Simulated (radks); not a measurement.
Spin polarisation of the 3p2 shell in Si. Start: [Ne] 3s2 3p(up 1, down 1); electrons of 3p are moved from spin down to spin up, other shells keep equal spins. All-electron calculation, scalar-relativistic Kohn-Sham, BLYP, spin-polarised, spherical densities, finite nucleus; Fermi nuclear charge, rms radius of each element as measured or else 0.836 A^(1/3) + 0.57 fm. Program: a radial shooting solver on a logarithmic mesh with Libxc functionals.

| moment (Bohr magnetons) | E - E(0) (eV) | e(3p up) (eV) | e(3p down) (eV) | 3s down minus up (eV) | 2p down minus up (eV) | 2s down minus up (eV) |
|---|---|---|---|---|---|---|
| 0 | 0.000 | -3.928 | -3.928 | 0.000 | 0.000 | 0.000 |
| 0.5 | -0.041 | -4.078 | -3.750 | 0.371 | 0.054 | 0.040 |
| 1 | -0.163 | -4.196 | -3.548 | 0.732 | 0.107 | 0.079 |
| 1.5 | -0.363 | -4.280 | -3.327 | 1.078 | 0.159 | 0.118 |

At moment 1.5 the spin-polarisation energy is -0.363 eV and the 3p exchange splitting 0.952 eV, that is 0.635 eV per Bohr magneton; E = -I m^2/4 would give I = 0.646 eV.
